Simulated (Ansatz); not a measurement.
`CC[C@@]12[C@H]3[C@H]4[C@H]5[C@@H]1[Ti]4532([OH])([OH])[Cl]`, 22 atoms. Total charge 0; spin multiplicity 1. Correlated methods include outer-core shells of Ti, which these sets cover unevenly. Scalar relativity is left out up to krypton. Hardware: A = 4 threads of an AMD EPYC 7R13 on a shared host and a share of an NVIDIA H100 80 GB; B = 4 threads of an AMD EPYC 7R13 on a shared host. Correlated methods freeze the cores.

**Question.** Give the basis size and wall time and peak host memory of each of these runs in Ansatz. RKS PBE0-D4/def2-SVP energy [B]; RKS CAM-B3LYP-D4/def2-TZVPP energy [A]; RKS PBE0-D4/def2-TZVP relaxation (99 steps) [A]; RHF-CCSD(T)/def2-TZVPP energy [A]; RHF-CCSD(T)/def2-SVP energy [A]; RKS r2SCAN0-D4/def2-TZVPP energy [A]; RHF-MP2/def2-QZVPP energy [A]; RKS BHLYP-D4/def2-TZVPP energy [A]; RKS SPW92 (LDA)/def2-TZVPP energy [A]; RKS ωB97M-V/def2-SVP energy [B]. (Best estimate.)

**Answer.** The calculation gave: Other jobs shared the machine, so times are rough.

| level | job | functions | wall time | peak host memory (GiB) |
| --- | --- | --- | --- | --- |
| RHF-CCSD(T)/def2-SVP | energy [A] | 230 | 12 s | 0.82 |
| RKS CAM-B3LYP-D4/def2-TZVPP | energy [A] | 539 | 20 s | 1.1 |
| RKS PBE0-D4/def2-SVP | energy [B] | 230 | 24 s | 1.4 |
| RKS SPW92 (LDA)/def2-TZVPP | energy [A] | 539 | 25 s | 1.1 |
| RKS r2SCAN0-D4/def2-TZVPP | energy [A] | 539 | 26 s | 1.2 |
| RKS BHLYP-D4/def2-TZVPP | energy [A] | 539 | 31 s | 1.1 |
| RHF-MP2/def2-QZVPP | energy [A] | 1006 | 48 s | 1.8 |
| RKS ωB97M-V/def2-SVP | energy [B] | 230 | 63 s | 1.7 |
| RHF-CCSD(T)/def2-TZVPP | energy [A] | 539 | 3.6 min | 3.3 |
| RKS PBE0-D4/def2-TZVP | relaxation (99 steps) [A] | 427 | 9.1 min | 1.2 |
